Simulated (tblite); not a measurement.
C₅H₄FNO (charge +1 and doublet state).
SMILES with atom numbers: `[H]/[N:1]=[CH:2]\[C+:3]1[CH:4][CH:5]=[C:6]([F:7])[O:8]1` (hydrogens: H9 on N1; H10 on C2; H11 on C4; H12 on C5)
Bond orders are those of one Lewis drawing.

Computed with GFN2-xTB (tblite), gas phase: L-BFGS steps from a force-field or distance-geometry start until the largest atomic force falls under 0.01 eV/Å.

At the end of the run (lengths in Å): C3–C4 1.395, C4–C5 1.394, C6–O8 1.323, C2–C3 1.443, C6–F7 1.289, C5=C6 1.393, N1=C2 1.244, F7–C6–O8 117.5°, N1–C2–C3 127.7°, C5–C6–F7 130.1°, C4–C5–C6 104.9°, N1–C2–C3–C4 176°, C2–C3–C4–C5 -179°, C3–C4–C5–C6 1°, H11–C4–C5–C6 180°, H11–C4–C3–C2 3°.

**Question.** These geometries were met on the way; a selection of coordinates is given. Order them by energy above the end point, lowest first.
A. C3–C4 1.385, C4–C5 1.384, C6–O8 1.310, C2–C3 1.441, C6–F7 1.265, C5=C6 1.376, N1=C2 1.256, F7–C6–O8 117.4°, N1–C2–C3 122.3°, C5–C6–F7 126.3°, C4–C5–C6 100.5°, N1–C2–C3–C4 -165°, C2–C3–C4–C5 -172°, C3–C4–C5–C6 -16°, H11–C4–C5–C6 154°, H11–C4–C3–C2 18°
B. C3–C4 1.389, C4–C5 1.395, C6–O8 1.321, C2–C3 1.451, C6–F7 1.292, C5=C6 1.400, N1=C2 1.246, F7–C6–O8 118.9°, N1–C2–C3 124.6°, C5–C6–F7 129.4°, C4–C5–C6 105.8°, N1–C2–C3–C4 -165°, C2–C3–C4–C5 -171°, C3–C4–C5–C6 -6°, H11–C4–C5–C6 171°, H11–C4–C3–C2 11°
C. C3–C4 1.499, C4–C5 1.495, C6–O8 1.411, C2–C3 1.447, C6–F7 1.356, C5=C6 1.328, N1=C2 1.305, F7–C6–O8 125.2°, N1–C2–C3 122.5°, C5–C6–F7 124.6°, C4–C5–C6 110.1°, N1–C2–C3–C4 180°, C2–C3–C4–C5 180°, C3–C4–C5–C6 1°, H11–C4–C5–C6 113°, H11–C4–C3–C2 65°
D. C3–C4 1.404, C4–C5 1.404, C6–O8 1.330, C2–C3 1.446, C6–F7 1.290, C5=C6 1.392, N1=C2 1.243, F7–C6–O8 117.4°, N1–C2–C3 122.6°, C5–C6–F7 127.6°, C4–C5–C6 103.7°, N1–C2–C3–C4 -164°, C2–C3–C4–C5 -169°, C3–C4–C5–C6 -12°, H11–C4–C5–C6 164°, H11–C4–C3–C2 14°
E. C3–C4 1.392, C4–C5 1.383, C6–O8 1.363, C2–C3 1.513, C6–F7 1.292, C5=C6 1.400, N1=C2 1.250, F7–C6–O8 125.2°, N1–C2–C3 122.1°, C5–C6–F7 125.7°, C4–C5–C6 105.9°, N1–C2–C3–C4 -174°, C2–C3–C4–C5 -178°, C3–C4–C5–C6 -6°, H11–C4–C5–C6 126°, H11–C4–C3–C2 49°

**Answer.** B (0.143 eV), D (0.260 eV), A (0.512 eV), E (1.104 eV), C (2.191 eV).

```
step  E above end (eV)  rms distance from the end, all atoms (Å)  largest force (eV/Å)  rms shift of all bonds from the end (Å)
   9             0.143                                     0.144                 0.606                                    0.006
   6             0.260                                     0.173                 0.710                                    0.006
   4             0.512                                     0.198                 1.569                                    0.013
   2             1.104                                     0.246                 1.942                                    0.025
   0             2.191                                     0.281                 4.859                                    0.063
```

Rows stand in the order of the answer.
